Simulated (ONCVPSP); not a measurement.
**Sb (Z = 51): ONCV pseudisation with PBE, non-relativistic reference atom.**

The input file (ONCVPSP 4.0.1):

```
# ATOM AND REFERENCE CONFIGURATION
# atsym  z   nc   nv     iexc    psfile
  Sb 51.00    8    3        4      upf
#
#   n    l    f
    1    0    2.00
    2    0    2.00
    2    1    6.00
    3    0    2.00
    3    1    6.00
    3    2   10.00
    4    0    2.00
    4    1    6.00
    4    2   10.00
    5    0    2.00
    5    1    3.00
#
# PSEUDOPOTENTIAL AND OPTIMIZATION
# lmax
    2
#
#   l,   rc,      ep,       ncon, nbas, qcut
    0    1.60    0.00    3    7    3.50
    1    2.05    0.00    4    8    3.40
    2    1.40    0.00    4    8    8.70
#
# LOCAL POTENTIAL
# lloc, lpopt,  rc(5),   dvloc0
    4    5    1.35    0.00
#
# VANDERBILT-KLEINMAN-BYLANDER PROJECTORs
# l, nproj, debl
    0    2    0.50
    1    2    1.40
    2    2    1.20
#
# MODEL CORE CHARGE
# icmod, fcfact, rcfact
    3    5.25    1.75
#
# LOG DERIVATIVE ANALYSIS
# epsh1, epsh2, depsh
   -3.00    5.00    0.02
#
# OUTPUT GRID
# rlmax, drl
    6.00    0.01
#
# TEST CONFIGURATIONS
# ncnf
    4
# nvcnf
#   n    l    f
    3
    4    2   10.00
    5    0    2.00
    5    1    2.00
#
    3
    4    2   10.00
    5    0    2.00
    5    1    1.00
#
    3
    4    2   10.00
    5    0    2.00
    5    1    0.00
#
    3
    4    2   10.00
    5    0    1.00
    5    1    4.00
#
```

Command:

```bash
oncvpspnr.x < Sb.dat > Sb.out
```

Output (shortened: citation, most of the input echo, consistency checks and plot data are left out):

```
ONCVPSP  (Optimized Norm-Conservinng Vanderbilt PSeudopotential)
scalar-relativistic version 4.0.1

#   n    l    f        energy (Ha)
    1    0    2.00    -1.0720041E+03
    2    0    2.00    -1.5930948E+02
    2    1    6.00    -1.4926376E+02
    3    0    2.00    -3.1140289E+01
    3    1    6.00    -2.6970415E+01
    3    2   10.00    -1.9232266E+01
    4    0    2.00    -5.0645570E+00
    4    1    6.00    -3.6536630E+00
    4    2   10.00    -1.2953223E+00
    5    0    2.00    -4.3717530E-01
    5    1    3.00    -1.7998930E-01

Reference configufation results
  iterations    25
  all-electron total energy (Ha)   -6.31539111D+03

Begin loop to  construct optimized pseudo wave functions
and semi-local pseudopoentials for all angular momenta

   Wellstate for l =  0  n =  6
     eigenvalue =   0.0628
     asymptotic potential =   0.5628
     half-point radius = 10.6016

Calculating optimized projector #   1

 for l=   0

    Fraction of norm inside rc  0.170284
    Optimizing pswf for qcut=   3.50 a_B^-1,  ecut=   6.11 Ha
    Residual kinetic energy error=  2.15D-03 Ha

    Energy error per electron        Cutoff
         Ha          eV             Ha
         0.01000     0.27211        4.14
         0.00100     0.02721       20.02
         0.00010     0.00272       59.60
         0.00001     0.00027       90.94

Calculating optimized projector #   2

 for l=   0

    Fraction of norm inside rc  0.033898
    Optimizing pswf for qcut=   3.50 a_B^-1,  ecut=   6.11 Ha
    Residual kinetic energy error=  5.45D-04 Ha

    Energy error per electron        Cutoff
         Ha          eV             Ha
         0.01000     0.27211        3.37
         0.00100     0.02721        5.55
         0.00010     0.00272       32.73
         0.00001     0.00027       85.70

   Wellstate for l =  1  n =  6
     eigenvalue =   1.2200
     asymptotic potential =   1.7200
     half-point radius =  3.5159

Calculating optimized projector #   1

 for l=   1

    Fraction of norm inside rc  0.216967
    Optimizing pswf for qcut=   3.41 a_B^-1,  ecut=   5.81 Ha
    Residual kinetic energy error=  1.01D-03 Ha

    Energy error per electron        Cutoff
         Ha          eV             Ha
         0.01000     0.27211        1.80
         0.00100     0.02721        5.80
         0.00010     0.00272       18.38
         0.00001     0.00027       40.83

Calculating optimized projector #   2

 for l=   1

    Fraction of norm inside rc  0.238656
    Optimizing pswf for qcut=   3.41 a_B^-1,  ecut=   5.81 Ha
    Residual kinetic energy error=  1.25D-02 Ha

    Energy error per electron        Cutoff
         Ha          eV             Ha
         0.01000     0.27211        6.24
         0.00100     0.02721       50.93
         0.00010     0.00272       64.73
         0.00001     0.00027       82.88

WARNING wellstate: negative energy specified for n= 5 l=  2
WARNING scattering state with energy  0.25000000
WARNING will be used for the first projector

   Wellstate for l =  2  n =  5
     eigenvalue =   0.2500
     asymptotic potential =   0.7500
     half-point radius =  5.4107

Calculating optimized projector #   1

 for l=   2

    Fraction of norm inside rc  0.838833
    Optimizing pswf for qcut=   8.69 a_B^-1,  ecut=  37.77 Ha
    Residual kinetic energy error=  4.87D-04 Ha

    Energy error per electron        Cutoff
         Ha          eV             Ha
         0.01000     0.27211       30.00
         0.00100     0.02721       35.77
         0.00010     0.00272       82.75
         0.00001     0.00027      123.92

Calculating optimized projector #   2

 for l=   2

    Fraction of norm inside rc  0.034528
    Optimizing pswf for qcut=   8.69 a_B^-1,  ecut=  37.77 Ha
    Residual kinetic energy error=  7.69D-05 Ha

    Energy error per electron        Cutoff
         Ha          eV             Ha
         0.01000     0.27211       23.37
         0.00100     0.02721       31.12
         0.00010     0.00272       37.08
         0.00001     0.00027       56.70

Construct Vanderbilt / Kleinmman-Bylander projectors

B matrix Hermiticity error, ll=   0
   1   2   -8.0455E-09

  Orthonormal projector coefficients  2.8276E+01  4.7854E+00

B matrix Hermiticity error, ll=   1
   1   2    5.0524E-08

  Orthonormal projector coefficients  6.9219E+00  1.3895E+00

B matrix Hermiticity error, ll=   2
   1   2   -1.1330E-08

  Orthonormal projector coefficients -3.4023E+00 -1.3702E+00

Model core correction analysis
  based on d2Exc/dn_idn_j

d2excae - all-electron derivatives

   -2.380676D-02   -5.520683D-03   -2.765634D-03
   -5.520383D-03   -2.490965D-02   -2.064757D-02
   -2.765511D-03   -2.064697D-02   -2.170445D-02

d2excps - pseudofunction derivatives with no core correction

   -3.791738D-02   -6.505183D-03   -3.104875D-03
   -6.504811D-03   -2.570026D-02   -2.107667D-02
   -3.104769D-03   -2.107629D-02   -2.190054D-02

rms 2nd derivative error    4.741190E-03

rmatch, rhocmatch    0.8313   18.2310

Teter function model core charge with specified parameters

d2excps - pseudofunction derivatives with core correction

   -1.865318D-02   -4.825350D-03   -2.467518D-03
   -4.825261D-03   -2.335237D-02   -1.987966D-02
   -2.467458D-03   -1.987853D-02   -2.125431D-02

rms 2nd derivative error    1.871178E-03

Pseudoatom total energy  -81.954843

Diagnostic tests using Vanderbilt-Kleinman-Bylander pseudopotentials
  1 or more projectors used as specified by nproj input data

   l    rcore       rmatch      e in        delta e   norm test  slope test

   0   1.6052665   1.6540058  -0.4371753  -0.0000637   0.9998906   1.0002617
run_diag: lschvkbbe ERROR   2   1   0  60  6.28247002E-02  6.54223022E-03
   0   1.6052665   1.6540058   0.0628247  -0.0562825   0.0135889   0.0100452

   1   2.0514661   2.1137530  -0.1799893  -0.0000000   1.0000000   1.0000000
   1   2.0514661   2.1137530   1.2200107  -0.0000001   1.0000003   1.0000003

   2   1.4073158   1.4500449  -1.2953223  -0.0000008   0.9999998   0.9999993
   2   1.4073158   1.4500449   0.2500000   0.0000001   1.0000000   1.0000000

 Testing for bound ghosts
   n   l    E NL Schr. Eq   E Basis Diag.   E Cutoff

       0                       -3.706509    100.58  WARNING - GHOST(-)
   1   0       -0.437239       -0.421601    100.58

   2   1       -0.179989       -0.169080     71.35

   3   2       -1.295323       -1.295191    174.43

 Testing for highly-localized positive-energy ghosts
       l    <radius>/rc     E Basis Diag.   E Cutoff

       1        0.346469        1.927071     71.35  WARNING - GHOST(+)

Test configuration 0

   n   l     f        eae           eps        diff
   1   0  2.0000-1072.00408748
   2   0  2.0000 -159.30947743
   2   1  6.0000 -149.26376422
   3   0  2.0000  -31.14028888
   3   1  6.0000  -26.97041549
   3   2 10.0000  -19.23226648
   4   0  2.0000   -5.06455705
   4   1  6.0000   -3.65366304
   4   2 10.0000   -1.29532227   -1.29532304   -7.80D-07
   5   0  2.0000   -0.43717530   -0.43723902   -6.37D-05
   5   1  3.0000   -0.17998930   -0.17998930   -2.52D-09

    Total energies and differences
      AE_ref= -6.31539111D+03  AE_tst= -6.31539111D+03  dif=  0.00D+00
      PS_ref= -8.19548433D+01  PS_tst= -8.19548433D+01  dif= -2.84D-14
      PSP excitation error=  2.84D-14

Test configuration 1

   n   l     f        eae           eps        diff
   1   0  2.0000-1072.31853334
   2   0  2.0000 -159.62247563
   2   1  6.0000 -149.57695585
   3   0  2.0000  -31.45269288
   3   1  6.0000  -27.28285014
   3   2 10.0000  -19.54470430
   4   0  2.0000   -5.37583088
   4   1  6.0000   -3.96484897
   4   2 10.0000   -1.60566424   -1.60407575    1.59D-03
   5   0  2.0000   -0.71949228   -0.71972345   -2.31D-04
   5   1  2.0000   -0.44169700   -0.44183484   -1.38D-04

    Total energies and differences
      AE_ref= -6.31539111D+03  AE_tst= -6.31508350D+03  dif=  3.08D-01
      PS_ref= -8.19548433D+01  PS_tst= -8.16471847D+01  dif=  3.08D-01
      PSP excitation error= -4.86D-05

Test configuration 2

   n   l     f        eae           eps        diff
   1   0  2.0000-1072.68625349
   2   0  2.0000 -159.98728101
   2   1  6.0000 -149.94213022
   3   0  2.0000  -31.81630328
   3   1  6.0000  -27.64652231
   3   2 10.0000  -19.90839223
   4   0  2.0000   -5.73696440
   4   1  6.0000   -4.32573381
   4   2 10.0000   -1.96467276   -1.96066652    4.01D-03
   5   0  2.0000   -1.03567286   -1.03664955   -9.77D-04
   5   1  1.0000   -0.73615901   -0.73690563   -7.47D-04

    Total energies and differences
      AE_ref= -6.31539111D+03  AE_tst= -6.31449688D+03  dif=  8.94D-01
      PS_ref= -8.19548433D+01  PS_tst= -8.10601870D+01  dif=  8.95D-01
      PSP excitation error= -4.28D-04

Test configuration 3

   n   l     f        eae           eps        diff
   1   0  2.0000-1073.09822251
   2   0  2.0000 -160.39465011
   2   1  6.0000 -150.35006692
   3   0  2.0000  -32.22178983
   3   1  6.0000  -28.05210630
   3   2 10.0000  -20.31400744
   4   0  2.0000   -6.13839000
   4   1  6.0000   -4.72668751
   4   2 10.0000   -2.36248218   -2.35576098    6.72D-03
   5   0  2.0000   -1.37677370   -1.37995471   -3.18D-03

    Total energies and differences
      AE_ref= -6.31539111D+03  AE_tst= -6.31360305D+03  dif=  1.79D+00
      PS_ref= -8.19548433D+01  PS_tst= -8.01648277D+01  dif=  1.79D+00
      PSP excitation error= -1.96D-03

Test configuration 4

   n   l     f        eae           eps        diff
   1   0  2.0000-1072.05109493
   2   0  2.0000 -159.35587654
   2   1  6.0000 -149.31002525
   3   0  2.0000  -31.18730354
   3   1  6.0000  -27.01741300
   3   2 10.0000  -19.27921699
   4   0  2.0000   -5.11120901
   4   1  6.0000   -3.70006385
   4   2 10.0000   -1.34005269   -1.34070315   -6.50D-04
   5   0  1.0000   -0.46185672   -0.46225222   -3.95D-04
   5   1  4.0000   -0.19883067   -0.19883903   -8.36D-06

    Total energies and differences
      AE_ref= -6.31539111D+03  AE_tst= -6.31513096D+03  dif=  2.60D-01
      PS_ref= -8.19548433D+01  PS_tst= -8.16944710D+01  dif=  2.60D-01
      PSP excitation error= -2.23D-04
```

oncvpspnr.x prints “scalar-relativistic version” in its banner although the run is non-relativistic.

Note: ghosts flagged at negative energy: s at -100.9 eV; GHOST(+) flagged for p at 52.4 eV. A true bound ghost makes a file unfit for plane-wave use.

The run took about 4.5 s on one core of a shared server CPU.
